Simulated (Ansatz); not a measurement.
Total energies of C2H8BNO, SMILES `CCB(N)O`.

Z-matrix (Å, degrees):
```
C
C 1 1.527
H 1 1.093 2 111.3
H 1 1.093 2 111.8 3 120.2
H 1 1.092 2 110.9 3 -119.2
B 2 1.578 1 114.1 3 63.5
H 2 1.096 1 110.1 3 -61.6
H 2 1.098 1 109.0 3 -176.8
O 6 1.376 2 117.2 1 43.2
N 6 1.410 2 121.2 1 -137.6
H 9 0.959 6 114.4 2 179.4
H 10 1.004 6 121.7 2 1.3
H 10 1.005 6 124.9 2 -177.5
```

The species carries charge 0 and has multiplicity 1. The structure was optimised at the PBE0-D4/def2-TZVP level. It is one conformer, not always the lowest. Basis def2-TZVPP, Ansatz 0.2.0.

RPA on PBE orbitals: Hartree–Fock energy of these orbitals -234.55236 Eh, correlation -1.47506 Eh (frozen core).

| functional | energy without D4 (Eh) | D4 term (kJ/mol) |
| --- | --- | --- |
| LDA (SPW92) | -234.02199 | – |
| PBE | -235.75325 | -20.6 |
| revPBE | -235.98047 | -71.1 |
| BLYP | -235.96439 | -46.2 |
| r2SCAN | -235.92410 | -5.3 |
| B97M-V | -236.04199 | – |
| PBE0 | -235.78100 | -17.3 |
| B3LYP | -236.07457 | -32.8 |
| r2SCANh | -235.91428 | -5.6 |
| r2SCAN0 | -235.90050 | -6.1 |
| HSE06 (plane-wave form) | -235.76777 | -15.9 |
| BHLYP | -235.92984 | -22.5 |
| CAM-B3LYP | -235.95142 | -17.2 |
| LC-ωPBE | -235.91734 | – |
| ωB97X-V | -235.98884 | – |
| ωB97M-V | -235.95512 | – |
| B2PLYP | -235.86595 | – |
| PBE-QIDH | -235.75135 | – |

B3LYP takes the VWN-RPA correlation (the form of Gaussian; ORCA's B3LYP/G). HSE06 is the plane-wave form, built on full-range PBE exchange. The double hybrids freeze the cores in their second-order part.

LC-ωPBE has ω = 0.4 bohr⁻¹.
